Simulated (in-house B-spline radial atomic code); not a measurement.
The numbers below are computed, except where a source is named.
# From levels and matrix elements to observables: Si XII (Si11+)

One electron outside the 1s2 core, from a B-spline radial code for spherical atoms: Brueckner orbitals with a screened correlation potential on Dirac-Hartree-Fock, Breit and QED terms for the lowest states, dipole elements in length form with static core polarisation. The core's own polarisability, by RPA, is 0.0002575 bohr³.

```
state  removal energy (cm⁻¹)  size of the reduced dipole element to 2s1/2 (a.u.)
2s1/2                4221554                                                   -
3s1/2                1832440                                                   -
2p1/2                4029540                                              0.3428
2p3/2                4021370                                              0.4857
3p1/2                1779597                                               0.175
3p3/2                1777186                                               0.246
```

Use R = 109737.3 cm⁻¹, 1 hartree = 219474.6 cm⁻¹, c = 137.036 and 1 a.u. of rate = 4.1341e16 s⁻¹.

Problem. Find the quantum defects of the two s states and predict 4s1/2.

Solution. With n* = 12 √(R/E): 2s1/2 has n* = 1.9347, δ = 0.0653; 3s1/2 has n* = 2.9366, δ = 0.0634. Ritz's form δ = δ0 + b/n*² gives b = 0.012, δ0 = 0.0620, so with n* ≈ 4 − 0.0634, δ = 0.0628 and E = R × 12²/(4 − 0.0628)² = 1019382 cm⁻¹. The program finds 1019568 cm⁻¹.

Problem. What are the wavelength, oscillator strength and rate of 2s1/2–2p3/2?

Solution. ΔE = 200184 cm⁻¹ = 0.91211 hartree, λ = 49.954 nm in vacuum. f = (2/3) ΔE D²/(2j + 1 of the lower state) = (2/3) × 0.91211 × 0.4857²/2 = 0.0717. A = (4/3) ΔE³ D²/(c³ (2j' + 1)) = 2.3187e-08 a.u. = 9.586e+08 s⁻¹, a partial lifetime of 1.043 ns.
